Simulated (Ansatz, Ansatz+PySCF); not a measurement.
```xyz
2

Be    0.0000    0.0000   -0.2500
H     0.0000    0.0000    0.9999
```

Basis set: def2-SVP (spherical functions). All electrons are correlated. Correlation on ROHF uses semicanonical orbitals with singles. Charge 0, multiplicity 2.

Computed with Ansatz (development build ahead of 0.2.0); each method stands on the lowest determinant of its kind that the runs found.

The atomization energy at this shape (free ground-state atoms in the same class of orbitals less the molecule, no zero-point energy) of doublet BeH:

```
     method  atomization energy
UHF-CCSD(T)      42.01 kcal/mol
    UHF-MP2      52.20 kcal/mol
   ROHF-MP2      49.84 kcal/mol
```

Problem. What does UHF give?

Solution. 48.66 kcal/mol. Caution for UHF-CCSD(T), UHF: a free atom is spin contaminated.
